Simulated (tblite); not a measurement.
Compound: C4H11ClP2Si.
Numbering: `[PH2:1][Si:2]([PH2:3])([Cl:4])[CH2:5][CH:6]1[CH2:7][CH2:8]1` (hydrogens: H9, H10 on P1; H11, H12 on P3; H13, H14 on C5; H15 on C6; H16, H17 on C7; H18, H19 on C8)

Computed with GFN2-xTB (tblite), gas phase: L-BFGS steps from a force-field or distance-geometry start until the largest atomic force falls under 0.01 eV/Å.

Step 0: E = -691.7374 eV
```
atom  x, y, z in Å  |  force x, y, z in eV/Å
P1     -2.0274    1.2815    1.1688    0.572   1.634   1.704
Si2    -1.2812   -0.5935    0.3018   -0.106  -0.069   0.616
P3     -2.7472   -1.7102   -0.8389   -1.662  -2.337  -0.959
Cl4    -0.4769   -1.7992    1.8279   -0.603   0.523  -0.651
C5      0.1826   -0.0834   -0.7609   -0.149  -0.158  -0.183
C6      1.2015    0.4310    0.2053    0.783   0.307   0.842
C7      2.5347    0.9513   -0.2386    1.020   0.344   0.984
C8      2.4347   -0.4445    0.3125   -0.457  -0.497  -0.537
H9     -2.0514    2.3594    0.1993   -0.780  -1.281   0.574
H10    -3.2440    1.1364    1.9349    0.582   0.194  -1.439
H11    -2.7974   -1.4043   -2.2484   -0.185   0.503   1.322
H12    -4.0860   -1.4666   -0.2981    1.331   0.408  -0.820
H13    -0.1933    0.6773   -1.4627    0.500  -0.345  -0.081
H14     0.6009   -0.9925   -1.2563   -0.463   0.997  -0.139
H15     0.8196    0.9100    1.1494    0.290  -0.615  -0.988
H16     2.7413    1.0900   -1.2918    0.014  -0.043   0.165
H17     3.1045    1.6368    0.4479   -0.895  -0.387  -0.966
H18     2.4942   -1.2475   -0.4684    0.019   0.605   1.118
H19     2.7810   -0.7229    1.3088    0.189   0.216  -0.561
```

Step 1: E = -692.1780 eV
```
atom  x, y, z in Å  |  force x, y, z in eV/Å
P1     -2.0192    1.3049    1.1932    0.890   1.121   1.498
Si2    -1.2827   -0.5945    0.3106   -0.535  -0.080   0.236
P3     -2.7709   -1.7436   -0.8525   -0.782  -1.967  -0.360
Cl4    -0.4855   -1.7918    1.8186   -0.535   0.424  -0.523
C5      0.1804   -0.0857   -0.7635    0.006   0.232   0.340
C6      1.2127    0.4354    0.2174    0.400  -0.074  -0.115
C7      2.5493    0.9563   -0.2247    0.352  -0.344   0.021
C8      2.4282   -0.4516    0.3049   -0.137   0.106   0.188
H9     -2.0625    2.3411    0.2075   -0.797  -1.079   0.423
H10    -3.2356    1.1392    1.9144    0.336   0.191  -1.278
H11    -2.8002   -1.3971   -2.2295   -0.253   0.560   1.014
H12    -4.0670   -1.4608   -0.3098    0.953   0.445  -0.734
H13    -0.1863    0.6723   -1.4639    0.415  -0.206  -0.141
H14     0.5943   -0.9782   -1.2583   -0.298   0.652  -0.256
H15     0.8238    0.9012    1.1353    0.142  -0.367  -0.428
H16     2.7414    1.0894   -1.2895   -0.007  -0.036   0.383
H17     3.0917    1.6314    0.4341   -0.347   0.116  -0.337
H18     2.4944   -1.2388   -0.4525    0.012   0.156   0.575
H19     2.7838   -0.7198    1.3008    0.183   0.150  -0.508
```

Step 2: E = -692.8756 eV
```
atom  x, y, z in Å  |  force x, y, z in eV/Å
P1     -1.9765    1.3701    1.2744    1.395   0.034   0.980
Si2    -1.3054   -0.5986    0.3277   -0.884   0.224  -0.480
P3     -2.8229   -1.8513   -0.8789    0.964  -1.341   0.436
Cl4    -0.5143   -1.7683    1.7896   -0.280   0.044  -0.047
C5      0.1788   -0.0784   -0.7523   -0.112   0.453   0.632
C6      1.2385    0.4362    0.2233   -0.533  -0.323  -1.022
C7      2.5761    0.9469   -0.2115   -0.556  -0.854  -0.960
C8      2.4170   -0.4536    0.3055    0.462   0.475   0.622
H9     -2.1041    2.2820    0.2317   -0.731  -0.545   0.001
H10    -3.2149    1.1492    1.8455   -0.265   0.114  -0.797
H11    -2.8126   -1.3684   -2.1724   -0.291   0.637   0.313
H12    -4.0123   -1.4379   -0.3493   -0.189   0.616  -0.300
H13    -0.1635    0.6598   -1.4705    0.200   0.170  -0.167
H14     0.5766   -0.9397   -1.2702   -0.022  -0.015  -0.352
H15     0.8331    0.8788    1.1059   -0.108   0.135   0.516
H16     2.7413    1.0875   -1.2722    0.100  -0.055   0.086
H17     3.0667    1.6312    0.4085    0.479   0.918   0.636
H18     2.4952   -1.2249   -0.4156    0.022  -0.652  -0.355
H19     2.7935   -0.7111    1.2734    0.346  -0.035   0.258
```

Step 3: E = -693.1951 eV
```
atom  x, y, z in Å  |  force x, y, z in eV/Å
P1     -1.9296    1.4085    1.3372    0.994  -0.306   0.509
Si2    -1.3308   -0.5960    0.3302   -0.773   0.353  -0.672
P3     -2.8379   -1.9364   -0.8889    1.133  -0.657   0.517
Cl4    -0.5353   -1.7546    1.7727   -0.115  -0.187   0.234
C5      0.1743   -0.0691   -0.7385   -0.223   0.225   0.213
C6      1.2443    0.4336    0.2144   -0.722  -0.246  -0.715
C7      2.5846    0.9311   -0.2155   -0.412  -0.108  -0.529
C8      2.4177   -0.4505    0.3120    0.523   0.149   0.375
H9     -2.1398    2.2392    0.2453   -0.507  -0.375  -0.036
H10    -3.2075    1.1566    1.7929   -0.236   0.066  -0.533
H11    -2.8241   -1.3416   -2.1344   -0.187   0.471   0.179
H12    -3.9849   -1.4142   -0.3762   -0.378   0.504  -0.127
H13    -0.1471    0.6556   -1.4767    0.069   0.357  -0.111
H14     0.5657   -0.9174   -1.2824    0.000  -0.192  -0.238
H15     0.8370    0.8679    1.0963   -0.110   0.270   0.654
H16     2.7434    1.0853   -1.2635    0.186  -0.082  -0.311
H17     3.0587    1.6450    0.4026    0.326   0.604   0.437
H18     2.4960   -1.2270   -0.3991    0.024  -0.764  -0.495
H19     2.8054   -0.7068    1.2642    0.409  -0.083   0.651
```

Q: Estimate the geometry and energy of step 4. (The exact step hangs on the optimiser's Hessian estimate; all steps are aligned on step 3, rigid shifts and turns removed.)

A: E = -693.3762 eV, largest force 0.835 eV/Å
```
atom  x, y, z in Å  |  force x, y, z in eV/Å
P1     -1.8765    1.4365    1.3979    0.046  -0.440  -0.180
Si2    -1.3638   -0.5868    0.3209   -0.421   0.263  -0.507
P3     -2.8343   -2.0179   -0.8906    0.565   0.471   0.396
Cl4    -0.5546   -1.7472    1.7636   -0.069  -0.234   0.280
C5      0.1652   -0.0605   -0.7284   -0.308  -0.052  -0.381
C6      1.2373    0.4292    0.2008   -0.147  -0.112   0.043
C7      2.5890    0.9246   -0.2204   -0.437   0.220  -0.192
C8      2.4264   -0.4503    0.3192    0.264  -0.015   0.035
H9     -2.1778    2.1957    0.2572   -0.125  -0.314   0.174
H10    -3.2035    1.1639    1.7392    0.132   0.057  -0.251
H11    -2.8363   -1.3117   -2.0976   -0.016   0.079   0.274
H12    -3.9669   -1.3861   -0.4011   -0.050   0.043  -0.112
H13    -0.1322    0.6589   -1.4833   -0.032   0.436  -0.029
H14     0.5556   -0.9010   -1.2956   -0.065  -0.217  -0.069
H15     0.8392    0.8630    1.0977   -0.013   0.203   0.415
H16     2.7493    1.0818   -1.2653    0.218  -0.102  -0.392
H17     3.0534    1.6624    0.4004    0.114   0.246   0.174
H18     2.4972   -1.2408   -0.3919    0.044  -0.497  -0.274
H19     2.8234   -0.7045    1.2700    0.301  -0.035   0.595
```

The energy changes by -0.1811 eV. The first-order estimate −F·Δx gives -0.3231 eV and the mean of the old and new forces, exact on a quadratic surface, -0.1759 eV. The step makes an angle of 55° with the force vector and moves no atom by more than 0.085 Å.

The cost below is that of the whole relaxation. Hardware: one thread, Arm Neoverse N1 (aarch64), on a shared host. Cost: 3.7 s of wall time.
